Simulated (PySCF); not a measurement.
Compound: C6H6FNO.
Cartesian coordinates in Å at the GFN2-xTB level; atoms count from 1:
```xyz
15
C6H6FNO angstrom
C     -1.166   -1.349    0.853
C      0.254   -0.932    0.613
O      1.198   -1.557    1.042
C      0.502    0.305   -0.188
C     -0.419    1.112   -0.737
C     -1.816    0.985   -0.688
N     -2.963    0.955   -0.697
C      1.965    0.604   -0.349
F      2.185    1.735   -1.086
H     -1.708   -0.567    1.381
H     -1.674   -1.530   -0.092
H     -1.172   -2.259    1.448
H     -0.090    1.982   -1.297
H      2.469   -0.227   -0.857
H      2.432    0.751    0.632
```

Computed, not measured: TDDFT wB97X-D/def2-SVPD, vertical, gas phase, core orbitals frozen in the response in PySCF 2.14.0, density-fitted response routines.

Transition dipole moments from the ground state, in atomic units and in the frame of the coordinates above (overall signs are arbitrary), for the states with f of 0.002 or more among the lowest 8:

| state | E (eV) | μx | μy | μz |
| --- | --- | --- | --- | --- |
| S2 | 5.442 | 1.361 | -0.868 | 0.600 |
| S5 | 7.058 | -0.150 | 0.253 | -0.113 |
| S6 | 7.059 | -0.062 | 0.037 | -0.156 |
| S8 | 7.415 | -0.004 | 0.095 | 0.147 |

Task: Work out the oscillator strengths.

Result: f = (2/3) ΔE |μ|² with ΔE in hartree (27.2114 eV).

```tsv
state	|μ|² (au)	|μ| (D)	f
S2	2.965	4.38	0.395
S5	0.099	0.80	0.017
S6	0.030	0.44	0.005
S8	0.031	0.45	0.006
```

Task: Which bond between heavy atoms lies closest to the direction of the S2 transition dipole?

Result: C2–O3, at 1° from it; next C4–C5 at 9°.

Task: What angle do the transition dipoles of S2 and S5 make?

Result: |cos θ| = |μa·μb| / (|μa| |μb|) = 0.91, so θ ≈ 25° (taken between 0 and 90°, since the signs are arbitrary).

Task: What peak molar absorption coefficient would the strongest computed level give as a lone Gaussian band 0.3 eV wide at half height?

Result: ε(max) = 2.175×10⁸ f / FWHM, with the width in cm⁻¹. S2: 2.175×10⁸ × 0.3953 / 2420 ≈ 36000 L mol⁻¹ cm⁻¹.

The run took 56 s of wall time (with the writing of density and orbital grids) on one thread of an Arm Neoverse V2 (shared host), and the process peaked at 0.98 GiB of memory.

One conformer stands for the species.
